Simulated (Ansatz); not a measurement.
`C=C[Si@@H](O)[Si@@H](O)F`. The species carries charge 0 and has multiplicity 1. All single points use the PBE0-D4/def2-TZVP geometry. It is one conformer, not always the lowest.

```xyz
14

C    -0.815   -0.890    1.765
C    -1.430   -0.829    0.586
Si   -0.632   -0.272   -0.999
O    -1.614    0.771   -1.832
Si    1.431    0.790   -0.578
O     2.286   -0.093    0.510
F     2.263    0.908   -1.946
H    -1.322   -1.242    2.659
H     0.227   -0.609    1.886
H    -2.475   -1.139    0.536
H    -0.447   -1.416   -1.929
H    -1.892    1.567   -1.378
H     1.297    2.198   -0.101
H     3.124    0.255    0.821
```

Q: What is the dipole moment at r2SCAN/def2-TZVPP? (An estimate is asked.)

A: Ansatz gave: 2.90 D, with components (-0.14, 0.94, 2.74) D in this frame, pointing from negative to positive charge.

Q: And with PBE, B3LYP, ωB97M-V? (An estimate is asked.)

A: Ansatz gave: PBE 2.81 D, B3LYP 2.95 D, ωB97M-V 2.96 D.

Q: Give the Mulliken charges with r2SCAN, PBE, ωB97M-V in def2-TZVPP. (Estimate.)

A: Computed: 
```json
{"atom": "C1", "r2SCAN": "-0.11", "PBE": "-0.15", "ωB97M-V": "-0.17"}
{"atom": "C2", "r2SCAN": "-0.26", "PBE": "-0.21", "ωB97M-V": "-0.27"}
{"atom": "Si3", "r2SCAN": "0.47", "PBE": "0.36", "ωB97M-V": "0.39"}
{"atom": "O4", "r2SCAN": "-0.41", "PBE": "-0.35", "ωB97M-V": "-0.38"}
{"atom": "Si5", "r2SCAN": "0.62", "PBE": "0.51", "ωB97M-V": "0.55"}
{"atom": "O6", "r2SCAN": "-0.41", "PBE": "-0.34", "ωB97M-V": "-0.37"}
{"atom": "F7", "r2SCAN": "-0.32", "PBE": "-0.27", "ωB97M-V": "-0.31"}
{"atom": "H8", "r2SCAN": "0.08", "PBE": "0.10", "ωB97M-V": "0.11"}
{"atom": "H9", "r2SCAN": "0.08", "PBE": "0.09", "ωB97M-V": "0.10"}
{"atom": "H10", "r2SCAN": "0.08", "PBE": "0.09", "ωB97M-V": "0.11"}
{"atom": "H11", "r2SCAN": "-0.09", "PBE": "-0.07", "ωB97M-V": "-0.03"}
{"atom": "H12", "r2SCAN": "0.20", "PBE": "0.18", "ωB97M-V": "0.17"}
{"atom": "H13", "r2SCAN": "-0.13", "PBE": "-0.12", "ωB97M-V": "-0.08"}
{"atom": "H14", "r2SCAN": "0.20", "PBE": "0.19", "ωB97M-V": "0.18"}
```

B3LYP here is the variant with VWN-RPA as its local correlation; programs differ in this.
